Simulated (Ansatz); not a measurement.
C4H5FO2, charge -1, doublet, at a GFN2-xTB geometry of the parent state (a state made from the parent by changing its charge; the spin is typed, not shown lowest) (a gas-phase anion, which may not be bound at this level); MP2/STO-3G (Ansatz, a first-principles code).

Here is a job for Ansatz.
Ansatz 0.2 input:
```yaml
crystal:
  periodic: [false, false, false]
  atoms:
    - {symbol: C, position_ang: [-2.15014687, -0.55085453, -0.73440341]}
    - {symbol: C, position_ang: [-1.07404008, -0.49982847, 0.03576137]}
    - {symbol: F, position_ang: [-1.02793564, -1.13924091, 1.21755393]}
    - {symbol: C, position_ang: [0.16204153, 0.25253455, -0.32244262]}
    - {symbol: O, position_ang: [0.28142013, 0.87837169, -1.34564682]}
    - {symbol: O, position_ang: [1.09786179, 0.14632852, 0.61587585]}
    - {symbol: C, position_ang: [2.31646759, 0.83011244, 0.36603768]}
    - {symbol: H, position_ang: [-2.14763970, -0.02623542, -1.67173638]}
    - {symbol: H, position_ang: [-3.02673030, -1.10314185, -0.44715679]}
    - {symbol: H, position_ang: [2.94229270, 0.66177945, 1.23824123]}
    - {symbol: H, position_ang: [2.79381919, 0.43491816, -0.53299557]}
    - {symbol: H, position_ang: [2.12949060, 1.89646219, 0.22411180]}
basis:
  gaussian:
    orbitals: STO-3G
total_charge: -1
magnetization: {spin_polarized: true, initial_magnetization: 1}
correlation: {method: mp2}
```

### Question
Predict the main parts of the log of this Ansatz run.

### Answer

```
Functional definition: HF
582 factors; integrals over basis functions are off by at most 3.0e-5 eV
mean field evaluation 1: about -10824.1375 eV, gradient 2.8e1 eV
mean field evaluation 2: about -10824.5203 eV, gradient 2.8e1 eV
mean field evaluation 4: about -10829.9041 eV, gradient 2.9e0 eV
mean field evaluation 8: about -10830.1716 eV, gradient 1.8e-1 eV
mean field evaluation 16: about -10822.1769 eV, gradient 1.1e1 eV
mean field -10830.16674006 eV, -398.0012867465 hartree, gradient 2.8e-6 eV, S^2 0.844943; 1 other end points of the search recorded, 0 dependent functions left out
7 core orbitals not correlated
reference -10830.16674006 eV, -398.0012867465 hartree; 21, 20 occupied and 12, 13 virtual orbitals, 582 factors
second order -7.53343741 eV of doubles, -0.00000000 eV of singles
Total energy: -10837.70017747 eV, -398.2781354652 hartree
```
